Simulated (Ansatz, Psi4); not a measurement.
# HfF4 (SMILES F[Hf](F)(F)F): the vertical ionisation energy, rung by rung

HfF4 has 5 atoms, charge 0, and is taken as a singlet. As SMILES, `F[Hf](F)(F)F`. The shape is that of a PBE0-D4/def2-TZVP optimisation.

Quantity: the vertical ionisation energy (to the doublet cation), in eV. The values are calculated.

```csv
level,kind,program,value (eV),CPU time (all runs)
HF/def2-SVP (core potential),Hartree–Fock,Ansatz,14.25,46 s
SVWN5/def2-SVP (core potential),LDA,Ansatz,13.70,5.1 min
PBE/def2-SVP (core potential),GGA,Ansatz,13.38,1.9 min
revPBE/def2-SVP (core potential),GGA,Ansatz,13.30,64 s
BHLYP/def2-SVP (core potential),global hybrid,Psi4,15.25,2.8 min
B2PLYP/def2-SVP (core potential),double hybrid,Ansatz,14.93,3.8 min
RPA@PBE/def2-SVP (core potential),RPA,Ansatz,12.65,2.3 min
CCSD/def2-SVP (core potential),coupled cluster or CI,Ansatz,15.28,6.5 min
```

Spin-orbit coupling, which can split open shells on such heavy atoms by tenths of an eV, is left out. The values span 12.65 to 15.28 eV. Times are those of the runs behind each value, whatever else they computed, on shared processors of several kinds: orders of magnitude only.
